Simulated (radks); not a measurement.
The nuclear charge of neutral vanadium is varied continuously with 23 electrons held in [Ar] 3d3 4s2. Calculated with a radial shooting solver on a logarithmic mesh with Libxc functionals: scalar-relativistic Kohn-Sham, PBE, spin-unpolarised, spherical densities, finite nucleus; Fermi nuclear charge, rms radius 3.6002 fm. By the Hellmann-Feynman theorem dE/dZ = E(electron-nucleus)/Z, the electronic potential at the nucleus (averaged over a nucleus of fixed radius). The scalar-relativistic energy here is not variational (the density holds large components alone), so the two differ by a part that grows with Z.

Z      E (hartree)  E(electron-nucleus)/Z (hartree)  HOMO  e(HOMO) (eV)  <r> HOMO (bohr)
22.75   -924.61269                         -96.7930    3d        -2.578            1.566
23      -949.00301                         -98.2048    4s        -4.702            3.350
23.25   -973.74623                         -99.6114    4s        -6.539            3.171
23.5    -998.84126                         -101.014    4s        -8.549            3.016
23.75  -1024.28729                         -102.414    4s       -10.722            2.878
24     -1050.08375                         -103.812    4s       -13.048            2.756

The central difference of E at Z = 23 is -98.267 hartree, to compare with the third column; the second derivative is -5.65 hartree.
